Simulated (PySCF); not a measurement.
## Stationary points of TiO2

All numbers come from PBE0 in PySCF with Ti def2-TZVP, O def2-TZVP; no relativity; density-fitted integrals.

Relaxations began from a few typed shapes. The search is not exhaustive: other isomers or separated fragments can lie lower, and high-lying points may rest on an excited occupation.

| spin | group | bonds | angles | imaginary modes (cm⁻¹) | ΔE (kJ/mol) | ΔE with ZPE (kJ/mol) |
| --- | --- | --- | --- | --- | --- | --- |
| singlet | C2v | Ti–O 1.628 Å (×2) | O–Ti–O 111.8° | none | 0.0 | 0.0 |
| singlet | D∞h | Ti–O 1.695 Å (×2) | O–Ti–O 180.0° | 404i, 404i | 186.4 | – |
| singlet (closed shell, unstable to spin polarisation) | C2v | O–O 1.443 Å, Ti–O 1.769 Å (×2) | O–O–Ti 65.9° (×2), O–Ti–O 48.1° | none | 422.8 | 422.4 |

The lowest minimum found is the singlet C2v: Ti–O 1.628 Å (×2); O–Ti–O 111.8°.

Formally Ti is in oxidation state +4, d0. A d0 centre has no lone pair, yet it is C2v rather than linear: covalent bonding through the d orbitals favours lower symmetry. The polar-tensor charge on Ti, 1.88, is far below the formal one.
